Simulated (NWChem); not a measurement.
System: C2H3ClO2Si; SMILES O[Si@]1(Cl)C=CO1

Here is an NWChem input.

```
start job
memory heap 200 mb stack 900 mb global 1100 mb
geometry units angstroms noautosym nocenter noautoz
  O     -1.866697     0.418220    -0.000879
  Si    -0.280697    -0.004671    -0.060500
  Cl     0.739021     1.771662     0.010737
  C      0.380344    -1.389786    -1.069755
  C      0.648899    -1.941223     0.130161
  O      0.225257    -1.107146     1.169839
  H     -2.499042    -0.316391     0.003958
  H      0.595660    -1.760188    -2.060009
  H      1.121054    -2.872825     0.434364
end
basis spherical
  O library 6-31g*
  Si library 6-31g*
  Cl library 6-31g*
  C library 6-31g*
  H library 6-31g*
end
dft
  xc hfexch
  iterations 150
  mulliken
end
task dft energy
esp
  recalculate
  probe 0.07
  range 0.3
  factor 1.0
  spacing 0.02
end
task esp
```

Excerpt of the output:

```
             Northwest Computational Chemistry Package (NWChem) 7.3.0
             --------------------------------------------------------

                             Geometry "geometry" -> ""
                             -------------------------

 Output coordinates in angstroms (scale by  1.889725989 to convert to a.u.)

  No.       Tag          Charge          X              Y              Z
 ---- ---------------- ---------- -------------- -------------- --------------
    1 O                    8.0000    -1.86669700     0.41822000    -0.00087900
    2 Si                  14.0000    -0.28069700    -0.00467100    -0.06050000
    3 Cl                  17.0000     0.73902100     1.77166200     0.01073700
    4 C                    6.0000     0.38034400    -1.38978600    -1.06975500
    5 C                    6.0000     0.64889900    -1.94122300     0.13016100
    6 O                    8.0000     0.22525700    -1.10714600     1.16983900
    7 H                    1.0000    -2.49904200    -0.31639100     0.00395800
    8 H                    1.0000     0.59566000    -1.76018800    -2.06000900
    9 H                    1.0000     1.12105400    -2.87282500     0.43436400

 Effective nuclear repulsion energy (a.u.)     362.4914591325

  xc_inp: hfexch multiplicative factor not found.

                                 NWChem DFT Module
                                 -----------------

 Summary of "ao basis" -> "ao basis" (spherical)
 ------------------------------------------------------------------------------
       Tag                 Description            Shells   Functions and Types
 ---------------- ------------------------------  ------  ---------------------
 O                           6-31g*                  6       14   3s2p1d
 Si                          6-31g*                  8       18   4s3p1d
 Cl                          6-31g*                  8       18   4s3p1d
 C                           6-31g*                  6       14   3s2p1d
 H                           6-31g*                  2        2   2s

            General Information
            -------------------
          SCF calculation type: DFT
          Wavefunction type:  closed shell.
          No. of atoms     :     9
          No. of electrons :    62
           Alpha electrons :    31
            Beta electrons :    31
          Charge           :     0
          Spin multiplicity:     1
          Use of symmetry is: off; symmetry adaption is: off
          Maximum number of iterations: 150
          AO basis - number of functions:    98
                     number of shells:    46
          Convergence on energy requested:  1.00D-06
          Convergence on density requested:  1.00D-05
          Convergence on gradient requested:  5.00D-04

              XC Information
              --------------
                     Hartree-Fock (Exact) Exchange  1.000

      Superposition of Atomic Density Guess
      -------------------------------------

 Sum of atomic energies:        -974.59180062

      Non-variational initial energy
      ------------------------------

 Total energy =    -977.195775
 1-e energy   =   -2066.137105
 2-e energy   =     726.449871
 HOMO         =      -0.285412
 LUMO         =       0.025273

     ---------------------------------------------
      Total Density - Mulliken Population Analysis
     ---------------------------------------------

    Atom       Charge   Shell Charges
 -----------   ------   -------------------------------------------------------
    1 O    8     8.99   2.00  0.93  3.13  0.90  2.03  0.01
    2 Si  14    12.52   2.00  2.00  5.97  0.80  1.13  0.14  0.20  0.28
    3 Cl  17    17.39   2.00  2.00  5.98  1.37  3.69  0.57  1.77  0.01
    4 C    6     6.62   2.00  0.75  2.05  0.65  1.16  0.02
    5 C    6     5.65   2.00  0.71  1.62  0.53  0.72  0.07
    6 O    8     8.86   2.00  0.94  3.05  0.95  1.90  0.02
    7 H    1     0.44   0.35  0.09
    8 H    1     0.75   0.45  0.30
    9 H    1     0.78   0.46  0.32

   convergence    iter        energy       DeltaE   RMS-Dens  Diis-err
 ---------------- ----- ----------------- --------- --------- ---------
 d= 0,ls=0.0,diis     1   -975.5798520924 -1.34D+03  7.59D-03  8.57D-01
 d= 0,ls=0.0,diis     2   -975.6629421861 -8.31D-02  2.84D-03  2.46D-01
 d= 0,ls=0.0,diis     3   -975.6870805001 -2.41D-02  9.48D-04  9.12D-03
 d= 0,ls=0.0,diis     4   -975.6884886747 -1.41D-03  2.89D-04  6.18D-04
 d= 0,ls=0.0,diis     5   -975.6886021915 -1.14D-04  8.61D-05  7.36D-05
  Resetting Diis
 d= 0,ls=0.0,diis     6   -975.6886158095 -1.36D-05  3.80D-05  6.74D-06
 d= 0,ls=0.0,diis     7   -975.6886182797 -2.47D-06  1.42D-05  1.40D-06
 d= 0,ls=0.0,diis     8   -975.6886186707 -3.91D-07  6.41D-06  3.84D-07

         Total DFT energy =     -975.688618670650
      One electron energy =    -2068.943792201682
           Coulomb energy =      806.777783316388
    Exchange-Corr. energy =      -76.014068917874
 Nuclear repulsion energy =      362.491459132519

 Numeric. integr. density =        0.000000000000

                       DFT Final Molecular Orbital Analysis
                       ------------------------------------

 Vector   29  Occ=2.000000D+00  E=-4.712520D-01
              MO Center=  6.6D-01,  1.6D+00,  3.0D-02, r^2= 1.8D+00
   Bfn.  Coefficient  Atom+Function         Bfn.  Coefficient  Atom+Function
  ----- ------------  ---------------      ----- ------------  ---------------
    41      0.458369  3 Cl pz                39      0.445171  3 Cl px
    40     -0.279464  3 Cl py                45      0.260485  3 Cl pz
    43      0.246723  3 Cl px                37     -0.177350  3 Cl pz
    35     -0.171924  3 Cl px                44     -0.150252  3 Cl py
    36      0.107727  3 Cl py                82     -0.092506  6 O  py

 Vector   30  Occ=2.000000D+00  E=-4.573045D-01
              MO Center=  3.8D-01,  2.7D-01, -3.0D-01, r^2= 4.0D+00
   Bfn.  Coefficient  Atom+Function         Bfn.  Coefficient  Atom+Function
  ----- ------------  ---------------      ----- ------------  ---------------
    41      0.331274  3 Cl pz                40      0.306758  3 Cl py
    54      0.262660  4 C  py                39     -0.222462  3 Cl px
    45      0.192026  3 Cl pz                58      0.174520  4 C  py
    56      0.169450  4 C  s                 44      0.168272  3 Cl py
    22     -0.158480  2 Si py                53     -0.154398  4 C  px

 Vector   31  Occ=2.000000D+00  E=-3.697195D-01
              MO Center=  3.9D-01, -1.4D+00, -2.8D-01, r^2= 2.1D+00
   Bfn.  Coefficient  Atom+Function         Bfn.  Coefficient  Atom+Function
  ----- ------------  ---------------      ----- ------------  ---------------
    53      0.339055  4 C  px                57      0.312893  4 C  px
    81     -0.289969  6 O  px                85     -0.274475  6 O  px
    67      0.250487  5 C  px                71      0.186651  5 C  px
    54      0.171182  4 C  py                58      0.158122  4 C  py
    82     -0.141132  6 O  py                86     -0.134453  6 O  py

 Vector   32  Occ=0.000000D+00  E= 1.310940D-01
              MO Center=  1.9D-01, -1.3D+00, -2.4D-01, r^2= 3.5D+00
   Bfn.  Coefficient  Atom+Function         Bfn.  Coefficient  Atom+Function
  ----- ------------  ---------------      ----- ------------  ---------------
    71     -0.596376  5 C  px                25      0.578293  2 Si px
    57      0.354858  4 C  px                67     -0.355394  5 C  px
    42     -0.346480  3 Cl s                 72     -0.329794  5 C  py
    26      0.327280  2 Si py                 6      0.314145  1 O  s
    44      0.233842  3 Cl py                58      0.188433  4 C  py

[...]

                     NWChem Electrostatic Potential Fit Module
                     -----------------------------------------

 Atom parameters

 Number of atoms is                                    9
 Number of basis functions is                         98

 Grid parameters

 Maximum number of grid points is                  39277
 Number of grid points is                          39276
 Grid range                                     0.300000 nm
 Grid spacing                                   0.020000 nm
 Probe radius                                   0.070000 nm
 Atom radius factor                             1.000000

 Atomic radii

    1    0.100000
    6    0.147000
    8    0.136000
   14    0.187000
   17    0.169000
 FASTESP  F
  using M.O. file = ./job.movecs

    Atom              Coordinates                           Charge

                                                  ESP

    1 O    -0.186670    0.041822   -0.000088   -0.774260
    2 Si   -0.028070   -0.000467   -0.006050    1.277622
    3 Cl    0.073902    0.177166    0.001074   -0.293781
    4 C     0.038034   -0.138979   -0.106976   -0.818286
    5 C     0.064890   -0.194122    0.013016    0.347622
    6 O     0.022526   -0.110715    0.116984   -0.584831
    7 H    -0.249904   -0.031639    0.000396    0.451710
    8 H     0.059566   -0.176019   -0.206001    0.272352
    9 H     0.112105   -0.287283    0.043436    0.121851
                                            ------------
                                                0.000000

 Dipole moment                                  1.537340

 Quadrupole moment Qxx                          6.855632
                   Qyy                         -4.755695
                   Qzz                         -2.099936

 RMS deviation kJ/mol                           0.065446

 RRMS %                                        22.777360
```

Level: Hartree-Fock/6-31G* (spherical d). The geometry was optimised at B3LYP/6-31G* (spherical d).
